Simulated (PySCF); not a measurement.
PbS, SMILES [S]=[Pb] (connectivity only; charge and spin as stated), neutral, multiplicity 1.

Coordinates come from a B3LYP-D3(BJ)/def2-TZVP optimisation. The def2 effective core potentials stand for the cores of Pb; spin–orbit coupling is left out.

The numbers are results of PySCF with TDDFT-PBE/def2-TZVPD, not measurements.

Vertical excitations; the highest root listed may be one member of a degenerate set. Gas-phase values at a fixed geometry. State labels are in the subgroup C2v.

Give excitation energies, oscillator strengths and character. (Estimate from the structure and the level; the computed values follow.)


```csv
state,symmetry,energy (eV),λ (nm),f,main pairs
S1,A2,2.89,429,0.000,"HOMO→LUMO 50 %, HOMO−1→LUMO+1 50 %"
S2,A1,3.10,400,0.000,"HOMO−1→LUMO, HOMO→LUMO+1 (degenerate set)"
S3,A2,3.10,400,0.000,"HOMO−1→LUMO+1, HOMO→LUMO (degenerate set)"
S4,B1,3.38,367,0.010,HOMO−2→LUMO (degenerate set)
S5,B2,3.38,367,0.010,HOMO−2→LUMO+1 (degenerate set)
S6,A1,4.39,283,0.074,"HOMO→LUMO+1 42 %, HOMO−1→LUMO 42 %, HOMO−2→LUMO+2 17 %"
S7,B2,5.51,225,0.000,HOMO→LUMO+2 (degenerate set)
S8,B1,5.51,225,0.000,HOMO−1→LUMO+2 (degenerate set)
S9,B1,5.86,211,0.142,HOMO−1→LUMO+3 (degenerate set)
S10,B2,5.86,211,0.142,HOMO→LUMO+3 (degenerate set)
T1,A1,2.29,542,0,"HOMO−1→LUMO 50 %, HOMO→LUMO+1 50 %"
T2,A2,2.52,492,0,"HOMO→LUMO, HOMO−1→LUMO+1 (degenerate set)"
T3,A1,2.52,492,0,"HOMO→LUMO+1, HOMO−1→LUMO (degenerate set)"
T4,B1,2.85,436,0,HOMO−2→LUMO 99 %
```
Triplets are in the Tamm–Dancoff approximation, which puts them higher than full response would, so one can lie above its singlet here.
